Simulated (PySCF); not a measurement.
C₃H₂F₃, multiplicity 2. Atoms are numbered in the order given.

```xyz
8

C     -0.0683    -2.2291     0.0000
C     -0.5602    -1.0064     0.0000
C     -0.0403     0.3803     0.0000
F     -0.4551     1.0604    -1.0916
F     -0.4551     1.0604     1.0916
F      1.3214     0.3969     0.0000
H     -0.7150    -3.1241     0.0000
H      1.0278    -2.4038     0.0000
```
Charge 0, spin multiplicity 2.

Coordinates come from a PBE-D3(BJ)/def2-SVP optimisation. The isomer is the one that the SMILES or the coordinates give; other isomers of the formula were not compared.

Level of theory: TDA-PBE0/def2-SVPD (PySCF).

Vertical excitations. The molecule is in vacuum.

Computed excitation energies, oscillator strengths and character:
```json
[
 {"state": "root 1", "energy (eV)": "3.32", "λ (nm)": "374", "f": "0.002", "main pairs": "β HOMO→LUMO 96 %"},
 {"state": "root 2", "energy (eV)": "4.48", "λ (nm)": "277", "f": "0.000", "main pairs": "α HOMO−1→LUMO 49 %, β HOMO→LUMO+1 48 %"},
 {"state": "root 3", "energy (eV)": "4.74", "λ (nm)": "261", "f": "0.002", "main pairs": "α HOMO→LUMO 96 %"},
 {"state": "root 4", "energy (eV)": "6.67", "λ (nm)": "186", "f": "0.003", "main pairs": "β HOMO−1→LUMO 96 %"},
 {"state": "root 5", "energy (eV)": "7.45", "λ (nm)": "166", "f": "0.036", "main pairs": "α HOMO→LUMO+1 27 %, α HOMO−1→LUMO 13 %, β HOMO−3→LUMO 29 %, β HOMO−5→LUMO 14 %, β HOMO→LUMO+1 13 %"},
 {"state": "root 6", "energy (eV)": "7.49", "λ (nm)": "165", "f": "0.001", "main pairs": "β HOMO−2→LUMO 99 %"},
 {"state": "root 7", "energy (eV)": "7.50", "λ (nm)": "165", "f": "0.003", "main pairs": "α HOMO→LUMO+1 70 %, β HOMO−3→LUMO 16 %, β HOMO−5→LUMO 6 %"},
 {"state": "root 8", "energy (eV)": "8.06", "λ (nm)": "154", "f": "0.073", "main pairs": "β HOMO−3→LUMO 49 %, β HOMO−5→LUMO 36 %"},
 {"state": "root 9", "energy (eV)": "8.10", "λ (nm)": "153", "f": "0.001", "main pairs": "β HOMO−4→LUMO 99 %"},
 {"state": "root 10", "energy (eV)": "8.22", "λ (nm)": "151", "f": "0.008", "main pairs": "α HOMO−1→LUMO+1 15 %, β HOMO→LUMO+2 81 %"}
]
```
Unrestricted roots are not spin-pure.
